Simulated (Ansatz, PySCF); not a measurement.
C₄H₃F₃O, SMILES FC1=CCC(F)(F)O1. Atoms are numbered in the order given.

```xyz
11

F      0.6859     2.4360     0.0000
C      0.0551     1.2997     0.0000
C     -1.2490     1.0325     0.0000
C     -1.3753    -0.4601     0.0000
C      0.0917    -0.9094     0.0000
F      0.4115    -1.6388     1.0743
F      0.4115    -1.6388    -1.0743
O      0.8893     0.2348     0.0000
H     -2.0530     1.7627     0.0000
H     -1.8780    -0.8666     0.8912
H     -1.8780    -0.8666    -0.8912
```

Geometry: PBE0-D3(BJ)/def2-SVP. The structure was generated by enumeration, and PubChem lists no compound with its InChIKey, so it may never have been made. Other conformers were not sampled.

Two levels are set side by side: PBE-D3(BJ)/def2-SVP (Ansatz, a quantum-chemistry and plane-wave program) and PBE0-D3(BJ)/def2-SVP (Ansatz). Each level has its own optimised geometry; the coordinates shown are those of the second. Frequencies come from the Hessian of PySCF at each geometry. Differences are taken from unrounded values.

| quantity | PBE0-D3(BJ) |
|---|---|
| mean bond length (Å) | 1.307 |
| bond F1–C2 (Å) | 1.300 |
| bond C2–C3 (Å) | 1.331 |
| bond C2–O8 (Å) | 1.353 |
| bond C3–C4 (Å) | 1.498 |
| bond C4–C5 (Å) | 1.534 |
| bond C5–F6 (Å) | 1.337 |
| bond C5–F7 (Å) | 1.337 |
| bond C5–O8 (Å) | 1.395 |
| bond C3–H9 (Å) | 1.086 |
| bond C4–H10 (Å) | 1.101 |
| bond C4–H11 (Å) | 1.101 |
| highest harmonic wavenumber (cm⁻¹) | 3304 |
| mean harmonic wavenumber (cm⁻¹) | 1143 |
| zero-point energy (kcal/mol) | 44.12 |

What does PBE-D3(BJ) give, and how far is it from PBE0-D3(BJ)? (Estimate from the structure and the level; the computed values follow.)


| quantity | PBE-D3(BJ) | PBE-D3(BJ) minus PBE0-D3(BJ) |
|---|---|---|
| mean bond length (Å) | 1.319 | 0.013 |
| bond F1–C2 (Å) | 1.315 | 0.015 |
| bond C2–C3 (Å) | 1.344 | 0.013 |
| bond C2–O8 (Å) | 1.368 | 0.015 |
| bond C3–C4 (Å) | 1.505 | 0.007 |
| bond C4–C5 (Å) | 1.545 | 0.011 |
| bond C5–F6 (Å) | 1.354 | 0.017 |
| bond C5–F7 (Å) | 1.354 | 0.017 |
| bond C5–O8 (Å) | 1.415 | 0.020 |
| bond C3–H9 (Å) | 1.094 | 0.008 |
| bond C4–H10 (Å) | 1.110 | 0.009 |
| bond C4–H11 (Å) | 1.110 | 0.009 |
| highest harmonic wavenumber (cm⁻¹) | 3215 | -89 |
| mean harmonic wavenumber (cm⁻¹) | 1093 | -50 |
| zero-point energy (kcal/mol) | 42.19 | -1.92 |

Exact exchange shortens and stiffens bonds; PBE has none. Differences between two approximate levels are no errors against the true value.
